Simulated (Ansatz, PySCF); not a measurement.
Stretching the Cd1–H2 bond in CdFH (SMILES [F][CdH]) (multiplicity 1 held, fragments rigid). Energies count from the point at 1.635 Å.
Geometry at that point (charge 0, multiplicity 1):
```xyz
3

Cd     0.00000     0.00000    -0.27480
H      0.00000     0.00000    -1.90990
F      0.00000     0.00000     1.67782
```

R- and RO- levels are restricted; in cc, def2 and unpolarised 6-31G sets they are followed outwards from rest. Unrestricted levels (U-) break spin symmetry where that is lower. Active spaces are followed from a long bond inwards. Left out are points that failed, MP2 points in a non-variational dive below the minimum, coupled-cluster points behind a sign of a changed root (a jump of the amplitudes, or a one-step jump against full CI or MRCI), small-basis points behind a change of solution, and semi-empirical points at long bonds. Curves can end on different states.

Frozen-core correlation. Rows in LANL2DZ carry no dispersion term and start afresh at each structure. LANL2DZ brings its own core potentials from Na on.

Codes used: Ansatz (Gaussian orbitals); PySCF for LANL2DZ rows. Values without a source in brackets are computed. In def2 rows elements past Kr take small-core potentials, without spin–orbit coupling.

Energies in kcal/mol.

```tsv
R (Å)	U-HF/LANL2DZ	R-HF/def2-TZVPP	U-B3LYP/LANL2DZ	FIC-MRCISD+Q on CASSCF(2,2)/def2-TZVPP
1.308	34.0	32.7	38.1	27.5
1.472	8.1	7.5	10.1	5.3
1.635	0.0	0.0	0.0	0.0
1.799	1.5	1.9	-0.5	3.3
1.962	8.1	8.8	4.1	10.8
2.207	22.6	23.2	15.5	24.6
2.453	34.4	39.0	28.6	38.1
2.861	43.7	64.0	47.9	55.7
3.270	47.2	85.3	57.8	65.9
3.761	48.6	105.5	62.7	71.1
4.415	49.2	125.3	64.6	73.1
5.232	49.4	141.4	left out	73.5
```

Doubts at one or more of the structures used: a spin-contaminated determinant (U-HF/LANL2DZ, U-B3LYP/LANL2DZ); a restricted determinant that unrestricted orbitals would lower (R-HF/def2-TZVPP).

Ansatz is a program for electronic structure.
